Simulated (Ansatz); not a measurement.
`BC(C)O[SiH3]` and `BC(C)Cl` differ in one atom or group.

Ansatz, PBE0-D4/def2-TZVP geometries, multiplicity 1. Each molecule was computed in one conformer, which needn't be the lowest. `BC(C)Cl` holds a close contact that its SMILES doesn't draw: Cl···B 2.13 Å.

| property | `BC(C)O[SiH3]` |
| --- | --- |
| HOMO energy (PBE0/def2-TZVPP) / eV | -8.06 |
| LUMO energy (PBE0/def2-TZVPP) / eV | -1.57 |
| HOMO–LUMO gap (PBE/def2-TZVPP) / eV | 3.99 |
| HOMO–LUMO gap (B3LYP/def2-TZVPP) / eV | 6.02 |
| LUMO energy (PBE/def2-TZVPP) / eV | -2.62 |
| HOMO–LUMO gap (PBE0/def2-TZVPP) / eV | 6.49 |

(1) What does the change do to each property? (Estimate.)

Answers

(1) The calculation gave: 
```tsv
property	`BC(C)Cl`	shift
HOMO energy (PBE0/def2-TZVPP) / eV	-8.71	-0.65
LUMO energy (PBE0/def2-TZVPP) / eV	-0.36	1.21
HOMO–LUMO gap (PBE/def2-TZVPP) / eV	5.93	1.94
HOMO–LUMO gap (B3LYP/def2-TZVPP) / eV	7.86	1.84
LUMO energy (PBE/def2-TZVPP) / eV	-1.43	1.19
HOMO–LUMO gap (PBE0/def2-TZVPP) / eV	8.34	1.85
```

With PBE0 the HOMO falls by 0.65 eV and the LUMO rises by 1.21 eV, so the gap widens by about 1.86 eV. PBE moves the HOMO by -0.75 eV and ωB97M-V by -0.57 eV. The zero-point energy changes by -72.2 kJ/mol with -12 modes.

B3LYP here is the variant with VWN-RPA as its local correlation; programs differ in this.
